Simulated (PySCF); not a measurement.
Compound: C₇H₁₂N₂P (charge -1).
Bonds: C1–C2, C2–N3, N3–C4, N3–P5, P5–N6, N6–C7 (aromatic), C7–C8 (aromatic), C8–C9 (aromatic), C9–C10 (aromatic), N6–C10 (aromatic). Hydrogens: H11, H12, H13 on C1; H14, H15 on C2; H16, H17, H18 on C4; H19 on C7; H20 on C8; H21 on C9; H22 on C10.

NICS is the negative of the GIAO shielding at a point without a nucleus: at the ring centre (0) and 1 Å above and below it (1); zz is the component along the ring normal. Level: GIAO PBE0/pcSseg-1 (PySCF, non-relativistic, gas phase) on the GFN2-xTB geometry, one conformer.

Ring bond lengths (Å), with Mayer bond orders in brackets: N6–C7 1.356 (1.21), C7–C8 1.376 (1.46), C8–C9 1.402 (1.38), C9–C10 1.377 (1.43), C10–N6 1.354 (1.20).

Q: Give the NICS values of each ring in ppm.

A: 
```tsv
ring	type	NICS(0)	NICS(1), two faces	NICS(1)zz, two faces	rms pucker (Å)	centre to ring atoms, mean (Å)
N6–C7–C8–C9–C10	5-membered ring with N; formal bonds all aromatic	-12.1	-10.2 / -10.2	-28.2 / -28.1	0.00	1.17
```

Q: What do they say, and how far can they be read as aromaticity?

A: 
- N6–C7–C8–C9–C10: mean NICS(1)zz -28.2 ppm, shielded. The ring is flat and has no four-coordinate atom; by the NICS criterion it is aromatic.

Q: And the bond-length index? HOMA = 1 − mean of α(R − Ropt)² over the ring bonds, with Krygowski's 1993 parameters (CC: Ropt 1.388 Å, α 257.7 Å⁻²; CN: Ropt 1.334 Å, α 93.52 Å⁻²).

A: 
- N6–C7–C8–C9–C10: HOMA 0.96; the largest term is that of C8–C9, α(R − Ropt)² = 0.05. The geometric and the magnetic index point the same way.

Q: At the second NICS(1) probe listed for ring N6–C7–C8–C9–C10, 1 Å off the ring, how large is the induced field along the normal in 7.05 T applied along it?

A: NICSzz × B0 = -28.1 ppm × 7.05 T = -198 μT, against the applied field.

Hardware: an x86-64 server with one thread, shared host. Cost: 41 s. This is the whole shielding run at PBE0/pcSseg-1, SCF included.

The values belong to the conformer `[CH3:1][CH2:2][N:3]([CH3:4])[P-:5][n:6]1[cH:7][cH:8][cH:9][cH:10]1`: C1–C2–N3–C4 69°, C2–N3–P5–N6 -108°, N3–P5–N6–C7 -179°.
